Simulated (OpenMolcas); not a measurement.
An atom or ion with 22 electrons was computed by SS-CASPT2, IPEA 0.25 Eh, imaginary shift 0.1 Eh with spin-orbit coupling (OpenMolcas, ANO-RCC-VTZP, DKH2). The lowest levels that the run gave, each within 12 % of the measured value where one is at hand:

```
J  Parity  E (cm-1)      g
0    even       0.0       
1    even      65.9  1.501
2    even       195  1.501
3    even       383  1.501
4    even       623  1.501
0    even     16790       
1    even     17180  1.501
4    even     17530  0.802
5    even     17670  1.034
6    even     17830  1.167
2    even     17880  1.501
2    even     18710  0.666
```

Task: Which ion is it, and what are the configurations and terms?

Result: Cr III (Z = 24, charge +2; active space 4 electrons in 5 orbitals (3d)). J, parity and g give the terms where levels are pure, and mixed ones are named by the computed weights; the size of the splittings, set against known spectra of the 22-electron sequence, gives the charge. In order, with the measured energies in cm-1 (Sugar and Corliss, J. Phys. Chem. Ref. Data 6, 317 (1977)): 3d4 5D0, 3d4 5D1 (62.2), 3d4 5D2 (183), 3d4 5D3 (357), 3d4 5D4 (576), 3d4 3P0(1) (16771), 3d4 3P1(1) (17169), 3d4 3H4 (17274), 3d4 3H5 (17397), 3d4 3H6 (17531), 3d4 3P2(1) (17851), 3d4 3F2(1) (18452).

CASPT2 does not keep the components of a term degenerate, so their means are used; among the terms shown or strongly mixed into the levels shown the widest spread is 140 cm-1 (3d4 3F(1)). Measured partners are found by configuration, term and J. A level has none where our copy of the source lacks it or the pairing is in doubt (some pairs that miss far off the trend of their configuration count as doubtful), and it then counts in no deviation. Levels of configurations outside the active space are missing.

A number in round brackets counts repeated terms of one configuration in the order of the reference energies.
